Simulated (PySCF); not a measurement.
Species: C7H11ClO.
Structure used (PBE0-D3(BJ)/def2-SVP), in Å, numbered top down from 1:
```
atom  x, y, z in Å
C1     2.2091   -0.2900   -0.8698
C2     1.1812    0.8257   -0.7059
C3     0.1506    0.5489    0.3621
C4     0.3871    1.0222    1.7396
O5    -0.3812    1.0653    2.6468
Cl6    2.0885    1.5669    2.0534
C7    -0.9866   -0.1682    0.1287
C8    -1.2942   -0.7406   -1.2203
C9    -2.0329   -0.4698    1.1617
H10    2.9467   -0.0373   -1.6466
H11    2.7527   -0.4551    0.0718
H12    1.7283   -1.2396   -1.1524
H13    1.6998    1.7631   -0.4629
H14    0.6679    1.0082   -1.6616
H15   -2.2841   -0.3881   -1.5559
H16   -1.3734   -1.8381   -1.1421
H17   -0.5569   -0.5046   -1.9946
H18   -2.7749   -1.1762    0.7647
H19   -1.5989   -0.8831    2.0833
H20   -2.5537    0.4487    1.4728
```

The closed-shell ground state was solved at several levels (PySCF, density fitting, gas phase, non-relativistic).

```csv
level,basis functions,total energy (Eh),HOMO (eV),LUMO (eV),gap (eV),dipole (D)
CAM-B3LYP/def2-SVPD,278,-808.2404,-8.80,-0.71,8.09,4.11
B3LYP/pcSseg-1,215,-808.7559,-7.33,-1.95,5.38,4.13
```

(1) Estimate the row for PBE0/pcSseg-1, a basis of 215 functions; the other rows only guide the guess.

(2) Over all these levels, which gives the widest orbital gap and which the narrowest?

(3) How far do the dipole and the HOMO energy spread over the levels?

Results:

(1) Total energy -808.1657 Eh, HOMO -7.55 eV, LUMO -1.77 eV, gap 5.78 eV, dipole 4.20 D.

(2) CAM-B3LYP/def2-SVPD (range-separated hybrid) has the widest, 8.09 eV, and B3LYP/pcSseg-1 (global hybrid, 20 % exact exchange) the narrowest, 5.38 eV. Functional and basis both differ between the two, so the spread mixes both effects.

(3) The dipole runs from 4.11 to 4.20 D (mean 4.14 D) and the HOMO from -8.80 to -7.33 eV.

One conformer stands for the species.
